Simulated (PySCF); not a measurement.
Q: Write Cartesian coordinates for PhCH2CF2CH3 (`CC(F)(F)CC1=CC=CC=C1`) as optimised with PBE0-D3(BJ)/def2-SVP.

A: 
```xyz
21
C9H10F2 angstrom
C      2.2908    0.1086    1.0063
C      1.9731   -0.9719    0.0079
F      3.1287   -1.3834   -0.5887
F      1.4880   -2.0592    0.6775
C      0.9941   -0.6005   -1.0967
C     -0.3307   -0.0925   -0.6008
C     -0.6498    1.2669   -0.6837
C     -1.8654    1.7482   -0.2002
C     -2.7820    0.8721    0.3772
C     -2.4739   -0.4853    0.4655
C     -1.2597   -0.9645   -0.0195
H      2.7183    0.9830    0.4972
H      1.3793    0.4122    1.5373
H      3.0215   -0.2798    1.7286
H      0.8677   -1.5079   -1.7077
H      1.4848    0.1532   -1.7294
H      0.0642    1.9589   -1.1397
H     -2.0980    2.8130   -0.2784
H     -3.7367    1.2455    0.7554
H     -3.1883   -1.1792    0.9151
H     -1.0206   -2.0274    0.0583
```

Orientation and origin are arbitrary. Atoms count from 1 in this order. The 6-membered ring C6–C7–C8–C9–C10–C11 has internal angles of 118.6° to 120.9°; it is planar, 0.00 Å rms from its mean plane, widest ring torsion 0°. The C–C distances run from 1.393 Å (C10–C11, aromatic) to 1.522 Å (C2–C5, drawn single), a spread of 0.129 Å. Of the pairs four or more bonds apart, F4···C11 is among the closest relative to their van der Waals radii: 3.04 Å, 96 % of the sum of Bondi's values.

Bonds between heavy atoms (Å): C1–C2 1.505, C2–F3 1.364, C2–F4 1.366, C2–C5 1.522, C5–C6 1.503, C6–C7 1.399, C7–C8 1.394, C8–C9 1.393, C9–C10 1.395, C10–C11 1.393, C6–C11 1.401.

Computed, not measured: PBE0-D3(BJ)/def2-SVP geometry optimisation, gas phase (PySCF 2.14.0).

Point group: C1 (no symmetry element, even within 0.4 Å). No frequency check. One conformer, not necessarily the lowest (C1–C2–C5–C6 -56°, C2–C5–C6–C7 106°).
